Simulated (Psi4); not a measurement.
Computed with SAPT0/jun-cc-pVDZ, frozen core run with Psi4.

Psi4 input:

```
molecule {
0 1
Ge 1.90776449 0.73168600 -0.00910441
Ge 0.18045600 -0.98573623 -0.11855442
Ge -2.04092246 -0.00405946 0.09647477
H 3.31323112 0.11956187 -0.14880552
H 1.70254641 1.75510626 -1.14055464
H 1.82599734 1.47337215 1.33730160
H 0.40214841 -2.01296926 1.01014048
H 0.28466931 -1.73827983 -1.46058870
H -2.28046569 1.00674115 -1.03952389
H -2.15892887 0.73813157 1.43992260
H -3.13649607 -1.08355422 0.03329214
--
0 1
O -0.43401642 2.36656073 0.28382321
H -0.50479897 2.85229461 1.11197505
H -0.57320331 3.02239156 -0.40704346
units angstrom
symmetry c1
no_reorient
no_com
}
set basis jun-cc-pvdz
set scf_type df
set freeze_core true
energy('sapt0')
```

Part of the output:

```
    SAPT Results
  --------------------------------------------------------------------------------------------------------
    Electrostatics                -22.53185620 [mEh]     -14.13895323 [kcal/mol]     -59.15738031 [kJ/mol]
      Elst10,r                    -22.53185620 [mEh]     -14.13895323 [kcal/mol]     -59.15738031 [kJ/mol]

    Exchange                       36.32206490 [mEh]      22.79243983 [kcal/mol]      95.36356825 [kJ/mol]
      Exch10                       36.32206490 [mEh]      22.79243983 [kcal/mol]      95.36356825 [kJ/mol]
      Exch10(S^2)                  36.20948152 [mEh]      22.72179269 [kcal/mol]      95.06798062 [kJ/mol]

    Induction                      -4.64048211 [mEh]      -2.91194649 [kcal/mol]     -12.18358411 [kJ/mol]
      Ind20,r                     -20.58817573 [mEh]     -12.91927532 [kcal/mol]     -54.05424794 [kJ/mol]
      Exch-Ind20,r                 17.27403503 [mEh]      10.83962063 [kcal/mol]      45.35297272 [kJ/mol]
      delta HF,r (2)               -1.32634141 [mEh]      -0.83229180 [kcal/mol]      -3.48230889 [kJ/mol]

    Dispersion                     -7.49285360 [mEh]      -4.70183662 [kcal/mol]     -19.67248443 [kJ/mol]
      Disp20                       -9.74349552 [mEh]      -6.11413575 [kcal/mol]     -25.58154396 [kJ/mol]
      Exch-Disp20                   2.25064192 [mEh]       1.41229912 [kcal/mol]       5.90905954 [kJ/mol]
      Disp20 (SS)                  -4.87174776 [mEh]      -3.05706787 [kcal/mol]     -12.79077198 [kJ/mol]
      Disp20 (OS)                  -4.87174776 [mEh]      -3.05706787 [kcal/mol]     -12.79077198 [kJ/mol]
      Exch-Disp20 (SS)              1.20789983 [mEh]       0.75796859 [kcal/mol]       3.17134057 [kJ/mol]
      Exch-Disp20 (OS)              1.04274208 [mEh]       0.65433054 [kcal/mol]       2.73771896 [kJ/mol]

  Total HF                          9.14972658 [mEh]       5.74154011 [kcal/mol]      24.02260383 [kJ/mol]
  Total SAPT0                       1.65687298 [mEh]       1.03970349 [kcal/mol]       4.35011940 [kJ/mol]
```
